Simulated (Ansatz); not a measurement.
Cd₆⁺. The state is a doublet with charge 1. Geometry PBE/def2-SVP; atoms count from 1.

Cartesian coordinates in Å:
```
Cd 0.1360 1.5742 -0.3744
Cd 2.6301 -1.4692 1.7900
Cd -2.6052 1.4605 -1.8392
Cd -0.1284 -1.5869 0.3612
Cd -2.8854 -1.6228 -1.0790
Cd 2.8530 1.6442 1.1414
```

In the def2 sets Cd takes a core potential; there is no spin–orbit coupling. The structure comes from a short search, and lower isomers may exist.

**Question.** Estimate the Mulliken populations from the PBE0/def2-TZVP orbitals of Ansatz.

**Answer.** 
```csv
atom,charge (e),spin (α − β),d electrons
Cd1,0.12,0.15,10.00
Cd2,0.19,0.18,10.00
Cd3,0.19,0.18,10.00
Cd4,0.12,0.15,10.00
Cd5,0.19,0.17,10.00
Cd6,0.19,0.17,10.00
```
Mulliken values and Mayer orders depend strongly on the basis.

**Question.** Where does the spin sit?

**Answer.** Summed by element: Cd 1.00, of 1 unpaired in all. Largest on single atoms: Cd3 0.18, Cd2 0.18, Cd6 0.17.

**Question.** And the Mayer bond orders between bonded heavy atoms (over 0.3)?

**Answer.** Cd1–Cd3 0.38 (3.11 Å); Cd1–Cd6 0.37 (3.11 Å); Cd2–Cd4 0.38 (3.11 Å); Cd2–Cd6 0.30 (3.19 Å); Cd3–Cd5 0.30 (3.19 Å); Cd4–Cd5 0.38 (3.11 Å).
